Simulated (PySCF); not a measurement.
C4H9I.
SMILES with atom numbers: `[CH3:1][CH:2]([CH3:3])[CH2:4][I:5]` (hydrogens: H6, H7, H8 on C1; H9 on C2; H10, H11, H12 on C3; H13, H14 on C4)

Method: PBE0-D3(BJ)/def2-SVP geometry optimisation, gas phase, def2 core potentials past Kr in PySCF; density fitting, grid level 1; the optimiser is geomeTRIC in internal coordinates, started from a GFN2-xTB structure with every atom displaced at random (about 0.01 Å).

Step 0: E = -12388.2604 eV
```
atom  x, y, z in Å  |  force x, y, z in eV/Å
C1      0.0023   -1.4519   -0.2774   -0.126   1.740  -0.639
C2     -0.0370    0.0996   -0.3822    0.289  -0.782   1.316
C3     -1.3624    0.6589    0.1697    1.560  -0.457   0.710
C4      1.1529    0.7185    0.3861   -1.399   1.004  -0.573
I5      3.0500    0.3170   -0.5018    0.219   0.004   0.017
H6     -0.8271   -1.8425   -0.8563   -0.347  -0.468  -0.224
H7     -0.1014   -1.7421    0.7562   -0.068  -0.345   0.727
H8      0.9424   -1.8215   -0.6785    0.307  -0.306  -0.124
H9      0.0460    0.3956   -1.4146    0.104   0.156  -0.912
H10    -2.1892    0.2197   -0.3456   -0.927  -0.394  -0.528
H11    -1.3991    1.7352    0.0793   -0.116   0.687  -0.107
H12    -1.4378    0.4050    1.2410   -0.161   0.037  -0.028
H13     1.0148    1.8340    0.3999    0.406  -0.739   0.030
H14     1.1540    0.3605    1.4147    0.259  -0.139   0.336
```

Step 1: E = -12388.3371 eV
```
atom  x, y, z in Å  |  force x, y, z in eV/Å
C1     -0.0179   -1.3949   -0.3163    0.048  -0.039   0.079
C2     -0.0383    0.1276   -0.3701   -0.207   0.115  -0.321
C3     -1.3588    0.6549    0.1941   -0.191  -0.321  -0.071
C4      1.1256    0.7336    0.3880    0.261  -0.741   0.229
I5      3.0784    0.2063   -0.4148   -0.013  -0.017   0.029
H6     -0.8335   -1.8681   -0.8966    0.114   0.249   0.137
H7     -0.0885   -1.7384    0.7325   -0.047  -0.029  -0.113
H8      0.9349   -1.7546   -0.7191    0.101  -0.216  -0.050
H9      0.0282    0.4454   -1.4332    0.046  -0.067   0.221
H10    -2.1706    0.0618   -0.2672   -0.029   0.285   0.093
H11    -1.5533    1.7232    0.0134    0.157  -0.024  -0.072
H12    -1.4161    0.4793    1.2784   -0.009  -0.006   0.104
H13     1.1717    1.8084    0.3578   -0.246   0.764  -0.027
H14     1.1466    0.4013    1.4435    0.015   0.047  -0.238
```

Question: Estimate the geometry and energy of step 2. (The exact step hangs on the optimiser's Hessian estimate; all steps are aligned on step 1, rigid shifts and turns removed.)

Answer: E = -12388.3893 eV, largest force 0.257 eV/Å
```
atom  x, y, z in Å  |  force x, y, z in eV/Å
C1     -0.0097   -1.4200   -0.3184    0.096   0.050   0.030
C2     -0.0338    0.1039   -0.3713   -0.080  -0.065  -0.043
C3     -1.3473    0.6488    0.1983   -0.007  -0.121   0.014
C4      1.1183    0.7344    0.3873    0.167   0.193  -0.033
I5      3.0894    0.2715   -0.4058   -0.090  -0.013   0.024
H6     -0.8385   -1.8493   -0.8997   -0.032   0.010   0.008
H7     -0.1003   -1.7761    0.7218   -0.032   0.001  -0.011
H8      0.9311   -1.8213   -0.7244   -0.009   0.011  -0.010
H9      0.0389    0.4243   -1.4265    0.005  -0.045   0.017
H10    -2.2016    0.1218   -0.2551   -0.003   0.066  -0.027
H11    -1.4729    1.7252    0.0109    0.045   0.030   0.011
H12    -1.4081    0.4813    1.2869    0.016   0.006  -0.013
H13     1.0948    1.8346    0.3498   -0.094  -0.129   0.049
H14     1.1481    0.4069    1.4367    0.018   0.008  -0.016
```

The energy changes by -0.0522 eV. The first-order estimate −F·Δx gives -0.0918 eV and the mean of the old and new forces, exact on a quadratic surface, -0.0514 eV. The step makes an angle of 69° with the force vector and moves no atom by more than 0.082 Å.

The cost below is that of the whole optimisation. Hardware: one thread of an Arm Neoverse V1, no GPU, shared host with 32 logical CPUs at a one-minute load of 24. Cost: 78 s of wall time, 0.51 GiB resident at most.
